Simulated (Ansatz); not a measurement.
Hg₁₀Te₉F₂. Charge 0, multiplicity 1. Geometry PBE-D4/def2-SVP, basis def2-TZVP, Ansatz.

```xyz
21

F    -2.972   -0.917   -1.315
F    -0.279   -0.074   -2.887
Hg   -3.051   -1.865    1.257
Hg   -1.738   -2.161   -2.480
Hg   -0.179   -0.046   -0.036
Hg   -3.470    1.244    0.362
Hg    1.643   -1.989   -2.541
Hg    0.385    1.977   -2.918
Hg    2.538    3.568   -0.582
Hg    0.582   -1.222    3.814
Hg    3.032   -1.485    1.326
Hg    0.752    2.077    2.649
Te   -5.283   -0.358    1.592
Te   -0.033   -3.635   -3.908
Te   -0.507   -2.702    0.723
Te   -1.155    2.563   -0.305
Te    2.915   -0.090   -1.012
Te    2.038    4.055   -3.214
Te   -1.326    0.713    3.760
Te    2.897   -2.655    3.746
Te    3.209    3.001    1.968
```

```json
{"run": "A", "HOMO (eV)": "-5.75", "LUMO (eV)": "-3.29"}
{"run": "B", "HOMO (eV)": "-6.10", "LUMO (eV)": "-2.93"}
{"run": "C", "HOMO (eV)": "-5.18", "LUMO (eV)": "-3.58"}
{"run": "D", "HOMO (eV)": "-5.41", "LUMO (eV)": "-3.54"}
```

In the def2 sets Hg, Te take a core potential; there is no spin–orbit coupling. Single mean-field runs in def2-TZVP are fitted with def2-universal-jkfit.

**Question.** The runs used PBE, PBE0, r2SCAN, r2SCANh. Estimate which is which.

**Answer.** A r2SCANh (10 % exact exchange); B PBE0 (25 % exact exchange); C PBE (0 % exact exchange); D r2SCAN (0 % exact exchange). Exact exchange lowers occupied and raises empty levels; among semilocal functionals meta-GGAs tend to open the gap a little, and such runs are hard to tell apart. The gap grows from 1.60 eV (PBE) to 3.17 eV (PBE0).
